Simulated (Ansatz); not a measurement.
```yaml
crystal:
  periodic: [false, false, false]
  atoms:
    - {symbol: Cu, position_ang: [0.067697, -0.076406, 0.126563]}
    - {symbol: Cl, position_ang: [-0.056948, 0.019735, 1.974042]}
    - {symbol: Cl, position_ang: [-0.008831, -0.155607, -2.081009]}
basis:
  gaussian: {orbitals: def2-SVPD, final_grid: {core_spheres: 8, valence_spheres: 7, degree: 23}}
magnetization: {spin_polarized: true, initial_magnetization: 1}
hamiltonian: {xc: {name: rPW86-PBE}}
scf: {omitted_lower_state_checks: [starts]}
output: {forces: true}
```

```sh
$ ansatz run in.yaml --threads 4 --pin off --events-out ev --progress --plain --max-ram 3916MiB
```

It prints (some lines left out):

```
Functional definition: rPW86-PBE
952 factors; their error is unknown
mean field evaluation 1: about -69714.5405 eV, gradient 1.1e1 eV
mean field evaluation 2: about -69711.6509 eV, gradient 2.3e1 eV
mean field evaluation 4: about -69714.8725 eV, gradient 6.4e0 eV
mean field evaluation 8: about -69715.1850 eV, gradient 2.3e0 eV
mean field evaluation 16: about -69715.1640 eV, gradient 7.8e-2 eV
mean field evaluation 32: about -69715.1640 eV, gradient 3.0e-4 eV
mean field -69715.16400443 eV, -2561.9850225273 hartree, gradient 6.8e-9 eV, S^2 0.751479; 0 other end points of the search recorded, 0 dependent functions left out
reference -69715.16410689 eV, -2561.9850262926 hartree; 32, 31 occupied and 56, 57 virtual orbitals, 952 factors
Total energy: -69715.16410689 eV, -2561.9850262926 hartree
Atom 0 at     0.067697    -0.076406     0.126563 Å, force     0.329228    -0.337411    -6.897838 eV/Å
Atom 1 at    -0.056948     0.019735     1.974042 Å, force    -0.381950     0.313306     6.113352 eV/Å
Atom 2 at    -0.008831    -0.155607    -2.081009 Å, force     0.052722     0.024105     0.784486 eV/Å
Dipole moment:     0.042792    -0.000891     0.142168 e Å
Checks for a lower state left out: starts
```

It took 3.5 s on 4 threads of Arm Neoverse V1 on a shared host.
